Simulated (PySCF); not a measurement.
C3H12BN3, SMILES CNB(NC)NC, GFN2-xTB optimised geometry.

```
19

B     -0.30    -0.45     0.00
N      1.12    -0.45     0.00
C      2.00    -1.58     0.09
H      1.60     0.41    -0.22
H      1.51    -2.38     0.66
H      2.92    -1.31     0.61
H      2.28    -1.98    -0.90
N     -1.01     0.78     0.00
C     -0.47     2.12     0.05
H     -2.00     0.77    -0.19
H     -1.15     2.79     0.59
H     -0.29     2.54    -0.95
H      0.48     2.10     0.59
N     -1.01    -1.68     0.04
C     -2.44    -1.87     0.14
H     -0.52    -2.53    -0.15
H     -2.66    -2.79     0.69
H     -2.92    -1.95    -0.85
H     -2.89    -1.03     0.67
```

Density from PBE0/def2-SVP (PySCF) at that geometry.

Minimum of the electron density along straight lines between bonded atoms, close to the bond critical point (lines longer than 1.1 times the sum of covalent radii, or with two minima, are not listed):

```tsv
bond	length / Å	ρ at the minimum / e bohr⁻³	∇²ρ there / e bohr⁻⁵	position (fraction from the first atom)
B1–N2	1.422	0.197	0.64	0.33
N2–C3	1.440	0.273	-0.79	0.61
N2–H4	1.006	0.339	-1.56	0.76
C3–H5	1.089	0.279	-1.04	0.63
C3–H6	1.093	0.277	-1.02	0.63
C3–H7	1.100	0.273	-0.98	0.62
B1–N8	1.422	0.197	0.64	0.33
N8–C9	1.440	0.273	-0.79	0.61
N8–H10	1.006	0.339	-1.56	0.76
C9–H11	1.093	0.277	-1.02	0.63
C9–H12	1.100	0.273	-0.98	0.62
C9–H13	1.089	0.279	-1.04	0.63
B1–N14	1.422	0.197	0.64	0.33
N14–C15	1.440	0.273	-0.79	0.61
N14–H16	1.006	0.339	-1.55	0.76
C15–H17	1.093	0.277	-1.02	0.63
C15–H18	1.100	0.273	-0.98	0.62
C15–H19	1.089	0.279	-1.04	0.63
```
